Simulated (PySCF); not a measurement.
Static response to an electric field

Compound: C₅H₈OP₂.
Geometry (GFN2-xTB, Å), atoms numbered from 1 in this order:
```xyz
16
C5H8OP2 angstrom
O      1.711   -1.131    2.018
P      1.042   -0.606    0.821
P      2.445   -0.487   -0.864
C     -0.355   -1.582    0.220
C     -1.353   -1.007   -0.434
C     -1.409    0.455   -0.757
C     -0.812    1.337    0.297
C      0.245    1.008    1.023
H      1.755    0.536   -1.507
H      3.225    0.407   -0.135
H     -0.343   -2.634    0.467
H     -2.198   -1.594   -0.773
H     -2.445    0.751   -0.937
H     -0.865    0.620   -1.696
H     -1.300    2.293    0.445
H      0.650    1.643    1.799
```

Level: wB97X-D/def2-SVPD (PySCF), static field, nuclei fixed, core orbitals frozen in the response. The polarisability tensor in these axes (au):

```
x   121.87  -7.87   5.00
y    -7.87  95.89  -2.19
z     5.00  -2.19  97.12
```

Task: Diagonalise the tensor; give its mean and Δα, where Δα² is half the sum of the squared differences of the eigenvalues.

Result: Principal values 93.48, 96.29 and 125.11 au; mean 104.96 au = 15.55 Å³ = 17.31 × 10⁻⁴⁰ C²·m²/J; Δα = 30.32 au (29 % of the mean).

Task: What is the dipole moment, and where does it point?

Result: (-3.42, 2.55, -3.53) D, 5.54 D in size, pointing from the negative to the positive side. Measured along this direction, the outermost atoms are O1 at the negative end and H13 at the positive end.

Task: Sum over states: ᾱ = Σ f/ω², ω in Eh. What share falls to these 8 lowest TDDFT singlets (eV, f)? 5.54, 0.0668; 5.71, 0.0022; 6.11, 0.0303; 6.19, 0.0036; 6.38, 0.0062; 6.47, 0.0809; 6.76, 0.0820; 6.79, 0.0042.

Result: They add up to 5.27 au, 5.0 % of the 104.96 au; the largest single term is 1.61 au, from the state at 5.54 eV. Terms in order: 1.61, 0.05, 0.60, 0.07, 0.11, 1.43, 1.33, 0.07 au. Higher excitations give the rest. The strengths listed sum to 0.276.

Task: Orientational against electronic polarisability at 298 K (dilute gas, rigid molecules)?

Result: In Gaussian units μ²/3kT = 248.62 Å³ against 15.55 Å³, a ratio of 15.98; the Debye molar polarisation (4π/3)N_A(α + μ²/3kT) is 666.4 cm³/mol, leaving out the vibrational part.

Task: Find the Langevin capture rate constant for H3+ (3.023 u) meeting this molecule (146.005 u), k = 2.342 × 10⁻⁹ cm³/s × √(α in Å³ / reduced mass in u).

Result: The reduced mass is 2.96 u, so k = 5.37 × 10⁻⁹ cm³/s. The formula leaves out the permanent dipole, which adds to the capture rate.

Task: Give the principal axes and the span of the nuclei along them.

Result: Largest value along (0.94, -0.27, 0.19), where the nuclei span 5.60 Å; middle along (-0.25, -0.22, 0.94), 3.70 Å; least along (0.21, 0.94, 0.27), 4.59 Å. The strongest response lies along the longest span, while the other two are in reverse order.

Geometry: GFN2-xTB, one conformer, isolated molecule.

The run behind these numbers computed excited states as well. Time: 48 s; peak memory 1.0 GiB. Hardware: Intel Xeon Platinum 8488C, one thread, shared host with 192 logical CPUs at a one-minute load of 18.

The pairwise dispersion term of wB97X-D wasn't added to the energies; at a given geometry it leaves orbitals and properties as they are.
